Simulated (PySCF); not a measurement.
NMR data simulated for an unnamed compound:

¹H NMR (500 MHz, computed): δ 2.83 (m, 1H), 2.33 (m, 1H), 2.24 (q, 1H), 2.09 (m, 1H), 2.09 (m, 1H), 1.73 (m, 1H), 1.64 (m, 1H), 1.60 (m, 1H), 1.18 (d, 3H).

¹³C{¹H} NMR (computed): δ 124.7 (C), 52.0 (C), 42.1 (CH2), 35.1 (CH), 34.5 (CH2), 29.9 (CH), 17.2 (CH), 16.8 (CH), 16.5 (CH3).

Calculated, not measured (PySCF): geometry: PBE0-D3(BJ)/def2-SVP, PBE0/pcSseg-1 with gauge-including orbitals. Averaged over atoms made equivalent by symmetry, fast rotation or ring inversion, isolated molecule, one computed conformer, non-relativistic.

δ = σ(ref) − σ, references computed at the same level: TMS for ¹H, ¹³C.

Question: Which of these does the molecule contain: a three-membered ring, a Si–H bond, an ester, a nitrile, a non-aromatic C=C double bond?

Answer: 
- A three-membered ring: yes.
- A Si–H bond: no.
- An ester: no.
- A nitrile: yes (δC 124.7).
- A non-aromatic C=C double bond: no.

The data belong to SMILES C[C@@H](C#N)[C@]12C[C@@H]3[C@H](C1)[C@@H]32, C9H11N; they needn't prove each group on their own.

Carbon signals by region: 1 in the sp2 and nitrile region (100–160 ppm), 1 at 50–100 ppm, 7 below 50 ppm.

Shifts are as computed. Against solution values, carbons near 30 ppm lie about +2 ppm off and those near 130 ppm about +5 ppm. Of 1211 compounds with measured shifts, 218 miss one by over three times the rms of a fit or turn the order of signals round; such compounds aren't used in these exercises. No couplings were computed; multiplicities are counted from neighbouring protons, with m where these are inequivalent, close in shift, in a saturated or five-membered ring or joined by F or P, and br s for small geminal =CH2 splittings.
